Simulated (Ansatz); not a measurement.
`N#CB(Cl)Cl` and `ClB(Cl)[SeH]` differ in one atom or group.

Ansatz, PBE0-D4/def2-TZVP geometries, multiplicity 1. Each molecule was computed in one conformer, which needn't be the lowest.

Scalar relativity is left out up to krypton.

| property | `N#CB(Cl)Cl` |
| --- | --- |
| LUMO energy (ωB97M-V/def2-TZVPP) / eV | -0.94 |
| LUMO energy (B3LYP/def2-TZVPP) / eV | -3.25 |
| HOMO–LUMO gap (PBE/def2-TZVPP) / eV | 4.41 |
| HOMO–LUMO gap (B3LYP/def2-TZVPP) / eV | 6.25 |
| size of the dipole moment (B3LYP/def2-TZVPP) / D | 2.52 |
| HOMO energy (ωB97M-V/def2-TZVPP) / eV | -12.06 |

Q: What does the change do to each property? (Estimate.)

A: The calculation gave: 
```
                                        property  `ClB(Cl)[SeH]`  shift
           LUMO energy (ωB97M-V/def2-TZVPP) / eV            0.62   1.56
             LUMO energy (B3LYP/def2-TZVPP) / eV           -1.59   1.66
             HOMO–LUMO gap (PBE/def2-TZVPP) / eV            4.38  -0.03
           HOMO–LUMO gap (B3LYP/def2-TZVPP) / eV            5.98  -0.27
size of the dipole moment (B3LYP/def2-TZVPP) / D            1.02  -1.50
           HOMO energy (ωB97M-V/def2-TZVPP) / eV           -9.93   2.13
```

With PBE0 the HOMO rises by 1.98 eV and the LUMO rises by 1.65 eV, so the gap narrows by about 0.33 eV. PBE moves the HOMO by 1.67 eV and ωB97M-V by 2.13 eV. Dipoles are sizes alone; their direction can turn.

B3LYP here is the variant with VWN-RPA as its local correlation; programs differ in this.

Spin–orbit coupling is left out; it splits and shifts lone-pair levels of the heavy atoms by tenths of an eV.
